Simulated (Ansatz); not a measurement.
`CO[SiH](Cl)I` → `ClI` + `CO[SiH]` at 400 K and 1 bar (silylene formation by 1,1-elimination).

Gas-phase electronic energies from Ansatz, PBE0-D4/def2-TZVP geometries. CBS: MP2 limit from def2 TZ/QZ plus the TZ coupled-cluster correction, frozen cores. def2 core potentials past Kr. For I outer-core shells are correlated without core-valence functions, which leaves a few kJ/mol of doubt a bond. Each species was taken in one conformer, which may not be the lowest.

| species | CCSD(T)/CBS energy (Eh) | H − E (kJ/mol) | S (J/(mol·K)) |
| --- | --- | --- | --- |
| `CO[SiH](Cl)I` | -1162.05764 | 176.0 | 416.7 |
| `ClI` | -757.20745 | 15.5 | 257.6 |
| `CO[SiH]` | -404.67988 | 150.5 | 299.8 |

H − E and S are ideal-gas, rigid-rotor, harmonic terms from PBE0-D4/def2-TZVP, for one conformer and one mirror image of each species. 1 Eh = 2625.50 kJ/mol, R = 8.31446 J/(mol·K).

Problem. By hand: ΔE, ΔH, ΔS and ΔG.

Solution. ΔE = (-757.20745) + (-404.67988) − (-1162.05764) = 0.17031 Eh = 447.1 kJ/mol. Δ(H − E) = 15.5 + 150.5 − 176.0 = -10.0, so ΔH = 437.1 kJ/mol. ΔS = 257.6 + 299.8 − 416.7 = 140.7 J/(mol·K). ΔG = 437.1 − 400 × (140.7)/1000 = 380.8 kJ/mol.

Problem. By hand: the equilibrium constant, and the temperature at which ΔG would vanish if ΔH and ΔS stayed fixed.

Solution. log₁₀ K = −ΔG/(RT ln 10) = -49.7. ΔG = 0 at ΔH/ΔS = 3107 K, far beyond where these terms or the molecules hold.

The number of gas molecules changes by +1, which sets the sign of ΔS. A doubt of 5 kJ/mol in ΔE shifts log₁₀ K by 0.7 here. Other conformers and mirror images would add mixing entropy, several J/(mol·K) or more a flexible species. These are equilibria of isolated gas molecules and say nothing of rates. Largest T1 diagnostic: 0.015 (customary marks: 0.02 for closed shells, 0.045 for open ones).
